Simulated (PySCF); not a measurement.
The same groups moved round the core (propene cyano+boryl). Gas-phase values, no solvent. One relaxed conformer stands for each flexible species; it need not be the lowest. Strings in code marks are SMILES.

These are PySCF 2.14.0 with CAM-B3LYP-D3(BJ)/def2-TZVP values and carry that method's errors. All candidates: neutral, multiplicity 1. Excitations are Tamm–Dancoff values on a coarser integration grid. The basis has no diffuse functions, so Rydberg states are missing or too high.

The HOMO is -10.05 eV. The brightest of the four lowest singlets (TDA) is 6.05 eV and the T1 excitation (TDA) comes out as 3.54 eV.

Q: Identify which member has these values.
A) `B/C=C(/C)C#N`
B) `B/C(C)=C\C#N`
C) `B/C=C\CC#N`
D) `B/C(C)=C/C#N`

A: C, `B/C=C\CC#N`. The others give `B/C(C)=C/C#N`: -9.65 eV, 5.42 eV, 3.09 eV; `B/C=C(/C)C#N`: -9.75 eV, 5.53 eV, 3.19 eV; `B/C(C)=C\C#N`: -9.56 eV, 5.23 eV, 3.05 eV
